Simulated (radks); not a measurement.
The numbers below are computed, except where a source is named.
The germanium ion Ge2+ inside a hard spherical wall (all orbitals vanish at R), configuration held at [Ar] 3d10 4s2 and not refilled when levels cross. Level of theory: non-relativistic Kohn-Sham, LDA (Slater exchange, Perdew-Wang correlation), spin-polarised, spherical densities, point nucleus (a radial shooting solver on a logarithmic mesh with Libxc functionals). Eigenvalues in eV for spin up, with the zero of energy where the potential of the charges vanishes at infinity; a dash marks a level that is unbound or too diffuse for the functional's potential to be trusted. A positive occupied level is held by the wall or, in an anion where self-interaction has pushed it up, behind a barrier. The pressure on the wall is -dE/dV.

R (bohr),E (hartree),kinetic (hartree),e(3s),e(3p),e(3d),e(4s),"e(4p, empty)","e(5s, empty)",pressure (GPa)
free,-2072.93527,2070.964,-182.23,-134.16,-50.337,-29.159,-20.107,-9.535,0
20,-2072.93527,2070.964,-182.23,-134.16,-50.337,-29.159,-20.107,-9.535,< 0.0001
15,-2072.93527,2070.964,-182.23,-134.16,-50.337,-29.159,-20.107,-9.535,< 0.0001
12,-2072.93527,2070.964,-182.23,-134.16,-50.337,-29.159,-20.107,-9.530,< 0.0001
10,-2072.93527,2070.964,-182.23,-134.16,-50.337,-29.159,-20.107,-9.487,< 0.0001
7,-2072.93522,2070.965,-182.23,-134.15,-50.334,-29.156,-20.097,-8.495,0.00552
6,-2072.93473,2070.972,-182.21,-134.13,-50.312,-29.135,-20.038,-6.806,0.0834
3.5,-2072.79673,2071.824,-180.14,-132.07,-48.307,-26.134,-15.239,24.044,54.8
3,-2072.54502,2073.007,-177.95,-129.90,-46.172,-21.816,-9.388,49.568,212
2.5,-2071.79943,2076.079,-173.34,-125.33,-41.581,-10.786,4.291,100.18,940
